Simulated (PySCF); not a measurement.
**Er³⁰⁺: ionisation energy**

Er³⁰⁺ [Kr] 4d2 [4d3/2^2, M_J = 2] → Er³¹⁺ [Kr] 4d1 [4d3/2^1, M_J = 3/2], as a difference of total energies. All numbers are calculated (PySCF 2.14, the two-component X2C-1e Hamiltonian, in an even-tempered Gaussian basis (17 s from 2.8 bohr⁻², ratio 2.8; 14 p from 3.6 bohr⁻², ratio 2.8; 9 d from 3.6 bohr⁻², ratio 2.8; 3 f from 13 bohr⁻², ratio 3)). Correlated levels: [Ar] 3d10 frozen; the 92 highest virtual spinors dropped. "Screened" scales the spin-orbit matrix elements by Boettger's factors to mimic the two-electron term; Breit and QED terms are absent.

```
                    method  ionisation energy (eV)
           GHF (spin-free)                  1136.0
          GMP2 (spin-free)                  1136.1
 GHF (screened spin-orbit)                  1141.7
GMP2 (screened spin-orbit)                  1141.9
```

Breit and QED terms and the two-electron picture change are absent.

The spin-free rows relax to the high-spin LS determinant and lack the spin-orbit shift.

The labels give the starting determinants; with spin-orbit coupling the two ends relaxed to ⟨J²⟩ = 6.04, ⟨L²⟩ = 10.37, ⟨S²⟩ = 1.58 and ⟨J²⟩ = 3.75, ⟨L²⟩ = 6.06, ⟨S²⟩ = 0.81.

For comparison: 1142 ± 4 eV (theoretical estimate listed by NIST; NIST Atomic Spectra Database, ionization energies).
